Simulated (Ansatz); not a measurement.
One change: `N[Si](F)(Cl)Cl` becomes `N[Si](F)(Cl)Br`.

Ansatz, PBE0-D4/def2-TZVP geometries, multiplicity 1. Each molecule was computed in one conformer, which needn't be the lowest.

Scalar relativity is left out up to krypton.

```
                                                                                  property  `N[Si](F)(Cl)Cl`
                                                      HOMO–LUMO gap (PBE0/def2-TZVPP) / eV              8.96
                                                         HOMO energy (PBE/def2-TZVPP) / eV             -6.95
                                                       HOMO–LUMO gap (PBE/def2-TZVPP) / eV              6.49
ideal-gas entropy at 298 K and 1 bar (rigid rotor, harmonic PBE0-D4/def2-TZVP) / J/(mol·K)               349
                                                       LUMO energy (B3LYP/def2-TZVPP) / eV              0.13
                                        size of the dipole moment (ωB97M-V/def2-TZVPP) / D              2.58
```

Give the same properties after the change, and the shifts. (An estimate is asked.)

Computed: 
```tsv
property	`N[Si](F)(Cl)Br`	shift
HOMO–LUMO gap (PBE0/def2-TZVPP) / eV	8.59	-0.37
HOMO energy (PBE/def2-TZVPP) / eV	-6.91	0.04
HOMO–LUMO gap (PBE/def2-TZVPP) / eV	6.14	-0.35
ideal-gas entropy at 298 K and 1 bar (rigid rotor, harmonic PBE0-D4/def2-TZVP) / J/(mol·K)	362	13
LUMO energy (B3LYP/def2-TZVPP) / eV	-0.11	-0.24
size of the dipole moment (ωB97M-V/def2-TZVPP) / D	2.58	0.00
```

With PBE0 the HOMO rises by 0.09 eV and the LUMO falls by 0.28 eV, so the gap narrows by about 0.37 eV. PBE moves the HOMO by 0.04 eV and ωB97M-V by 0.14 eV. Dipoles are sizes alone; their direction can turn.

B3LYP here is the variant with VWN-RPA as its local correlation; programs differ in this.

Spin–orbit coupling is left out; it splits and shifts lone-pair levels of the heavy atoms by tenths of an eV.
